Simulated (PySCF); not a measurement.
WO₂F, SMILES [O]=[W](=[O])[F] (connectivity only; charge and spin as stated), neutral, multiplicity 2.

Geometry: r2SCAN-D4/def2-TZVP. The spin state was assumed, not searched. The isomer is the one that the SMILES or the coordinates give; other isomers of the formula were not compared. The def2 effective core potentials stand for the cores of W; spin–orbit coupling is left out.

Level of theory: TDA-CAM-B3LYP/def2-SVPD in PySCF.

Vertical excitations. The molecule is in vacuum.

Q: Give excitation energies, oscillator strengths and character. (Estimate from the structure and the level; the computed values follow.)

A: 
```json
[
 {"state": "root 1", "energy (eV)": "2.23", "λ (nm)": "557", "f": "0.005", "main pairs": "α HOMO→LUMO 97 %"},
 {"state": "root 2", "energy (eV)": "3.09", "λ (nm)": "402", "f": "0.000", "main pairs": "α HOMO→LUMO+1 97 %"},
 {"state": "root 3", "energy (eV)": "3.61", "λ (nm)": "343", "f": "0.001", "main pairs": "β HOMO→LUMO 97 %"},
 {"state": "root 4", "energy (eV)": "4.29", "λ (nm)": "289", "f": "0.001", "main pairs": "α HOMO−1→LUMO 83 %, β HOMO→LUMO+1 11 %"},
 {"state": "root 5", "energy (eV)": "4.44", "λ (nm)": "279", "f": "0.003", "main pairs": "β HOMO−1→LUMO 92 %"},
 {"state": "root 6", "energy (eV)": "4.64", "λ (nm)": "267", "f": "0.001", "main pairs": "α HOMO−1→LUMO+1 73 %, β HOMO→LUMO+2 14 %"},
 {"state": "root 7", "energy (eV)": "4.73", "λ (nm)": "262", "f": "0.002", "main pairs": "β HOMO−2→LUMO 88 %"},
 {"state": "root 8", "energy (eV)": "4.84", "λ (nm)": "256", "f": "0.002", "main pairs": "α HOMO−1→LUMO 11 %, β HOMO→LUMO+1 82 %"},
 {"state": "root 9", "energy (eV)": "5.08", "λ (nm)": "244", "f": "0.002", "main pairs": "α HOMO−3→LUMO 36 %, α HOMO−2→LUMO 10 %, β HOMO−2→LUMO+1 20 %"},
 {"state": "root 10", "energy (eV)": "5.10", "λ (nm)": "243", "f": "0.000", "main pairs": "α HOMO−3→LUMO+1 9 %, α HOMO−2→LUMO+1 8 %, β HOMO−3→LUMO 57 %"}
]
```
Unrestricted roots are not spin-pure.
